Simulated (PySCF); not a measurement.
CH3OS, SMILES C[S]=O (connectivity only; charge and spin as stated), charge -1, multiplicity 1.

Coordinates come from a B3LYP-D3(BJ)/def2-SVPD optimisation. The multiplicity is an assumed one; other spin states were not compared. The isomer is the one that the SMILES or the coordinates give; other isomers of the formula were not compared.

Two levels are set side by side: PBE/def2-TZVPD (PySCF) and B3LYP/def2-TZVPD (PySCF). Same geometry, gas phase. Differences are taken from unrounded values.

| quantity | B3LYP |
|---|---|
| orbital gap (eV) | 2.76 |
| highest occupied level (eV) | 1.07 |
| lowest empty level (eV) | 3.83 |
| mean polarisability (bohr³) | 66.2 |

### Question
What does PBE give, and how far is it from B3LYP? (Estimate from the structure and the level; the computed values follow.)

### Answer

```json
[
 {"quantity": "orbital gap (eV)", "PBE": "1.49", "PBE minus B3LYP": "-1.27"},
 {"quantity": "highest occupied level (eV)", "PBE": "2.05", "PBE minus B3LYP": "0.98"},
 {"quantity": "lowest empty level (eV)", "PBE": "3.54", "PBE minus B3LYP": "-0.30"},
 {"quantity": "mean polarisability (bohr³)", "PBE": "74.1", "PBE minus B3LYP": "7.9"}
]
```

PBE's occupied levels lie high since its potential decays too fast outside the molecule; exact exchange lowers them and widens the gap. PBE's more diffuse valence density responds more strongly to a field. Differences between two approximate levels are no errors against the true value.

Rough cost on one machine, each run with all the roots and properties that it gave: B3LYP against PBE within a factor of 2.
